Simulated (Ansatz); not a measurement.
One change: `C[CH2][SbH][SiH3]` becomes `CCN[SiH3]`.

Ansatz, PBE0-D4/def2-TZVP geometries, multiplicity 1. Each molecule was computed in one conformer, which needn't be the lowest.

Elements past krypton have def2 core potentials.

```json
{"property": "LUMO energy (ωB97M-V/def2-TZVPP) / eV", "`C[CH2][SbH][SiH3]`": "1.15"}
{"property": "HOMO energy (ωB97M-V/def2-TZVPP) / eV", "`C[CH2][SbH][SiH3]`": "-8.82"}
{"property": "HOMO–LUMO gap (PBE0/def2-TZVPP) / eV", "`C[CH2][SbH][SiH3]`": "6.36"}
{"property": "LUMO energy (PBE0/def2-TZVPP) / eV", "`C[CH2][SbH][SiH3]`": "-0.44"}
{"property": "LUMO energy (PBE/def2-TZVPP) / eV", "`C[CH2][SbH][SiH3]`": "-1.19"}
{"property": "HOMO–LUMO gap (PBE/def2-TZVPP) / eV", "`C[CH2][SbH][SiH3]`": "4.67"}
```

What does the change do to each property? (Best estimate.)

Ansatz gave: 
```tsv
property	`CCN[SiH3]`	shift
LUMO energy (ωB97M-V/def2-TZVPP) / eV	2.06	0.91
HOMO energy (ωB97M-V/def2-TZVPP) / eV	-9.11	-0.29
HOMO–LUMO gap (PBE0/def2-TZVPP) / eV	7.30	0.94
LUMO energy (PBE0/def2-TZVPP) / eV	0.52	0.96
LUMO energy (PBE/def2-TZVPP) / eV	-0.31	0.88
HOMO–LUMO gap (PBE/def2-TZVPP) / eV	5.12	0.45
```

Spin–orbit coupling is left out; it splits and shifts lone-pair levels of the heavy atoms by tenths of an eV.
